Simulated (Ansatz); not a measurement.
Reaction (hydrogenolysis of a B–C bond): `BB(C)CC` + H₂ → `BBCC` + CH₄

Gas-phase electronic energies from Ansatz, PBE0-D4/def2-TZVP geometries. CCSD(T)/CBS is the MP2 limit (def2-TZVPP, def2-QZVPP) plus CCSD(T) − MP2 in def2-TZVPP, frozen cores. This one scheme is used for every species. DFT in def2-TZVPP. B3LYP here is the variant with VWN-RPA as its local correlation; programs differ in this. One conformer a species, not always the lowest.

```tsv
level	ΔE (kJ/mol)	difference from CCSD(T)/CBS
PBE-D4	-21.2	1.3
r2SCAN-D4	-22.6	-0.1
PBE0-D4	-23.7	-1.2
B3LYP-D4	-26.8	-4.3
ωB97X-V	-25.8	-3.3
ωB97M-V	-24.2	-1.7
B2PLYP	-30.3	-7.8
PBE	-27.0	-4.5
r2SCAN	-24.4	-1.9
PBE0	-28.8	-6.3
B3LYP	-35.9	-13.4
HF/def2-TZVPP	-47.5	-25.0
MP2/def2-TZVPP	-19.4	3.1
SCS-MP2/def2-TZVPP	-25.6	-3.1
CCSD/def2-TZVPP	-28.3	-5.8
CCSD(T)/def2-TZVPP	-24.1	-1.6
HF/def2-QZVPP	-47.4	-24.9
MP2/def2-QZVPP	-18.5	4.0
SCS-MP2/def2-QZVPP	-24.8	-2.3
HF/CBS(def2)	-47.3	-24.8
MP2/CBS(def2)	-17.9	4.6
CCSD/CBS(def2)	-26.8	-4.3
CCSD(T)/CBS	-22.5	0
```

Largest T1 diagnostic among the species: 0.011.

The D4 term adds +9.1 kJ/mol with B3LYP and +5.1 kJ/mol with PBE0; it sums over pairs of atoms, weighted by their polarisabilities, and B3LYP, whose exchange is more repulsive, gets the larger term. In def2-TZVPP, CCSD(T) changes the Hartree–Fock value by +23.4 kJ/mol (the triples alone add +4.3 kJ/mol) and MP2 by +28.1 kJ/mol.
